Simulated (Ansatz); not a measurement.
A made-up structure of ZnHSO (charge -1), singlet:

```csv
atom,x (Å),y (Å),z (Å)
O1,-0.1810,0.1018,2.4407
Zn2,-0.2576,0.1360,0.7339
S3,-0.3712,0.1882,-1.4968
H4,-0.0971,0.0326,3.4046
```

It is relaxed with PBE-D4/def2-SVPD and then PBE0-D4/def2-TZVPD (Ansatz 0.2.0). Atoms count as bonded within 1.22 times the sum of their covalent radii (H–H: 0.88 Å). The end point is not checked to be a true minimum.

Q: Does its bonding change? (A judgement: the text doesn't fix the answer.)

A: Computed: No: no bond forms or breaks.

Where it ends: The first stage lowers the energy by 0.55 eV in 10 steps. It ends as ZnHSO ([OH][Zn][S]), total charge -1:
```
4
angstrom
O -0.4249 0.4154 2.5917
Zn -0.3360 0.2328 0.7647
S -0.2589 0.0558 -1.3050
H 0.1129 -0.2455 3.0311
```

Labels in which every atom is bracketed show which atoms are joined, not bond orders.

For scale, one of the runs: PBE0-D4/def2-TZVPD relaxation, 146 basis functions, launched by `ansatz run in.yaml --threads 2 --pin off --events-out ev --progress --plain --max-ram 4352MiB`. The run took about 20 s on 2 CPU threads of an Arm Neoverse V1 (shared host).
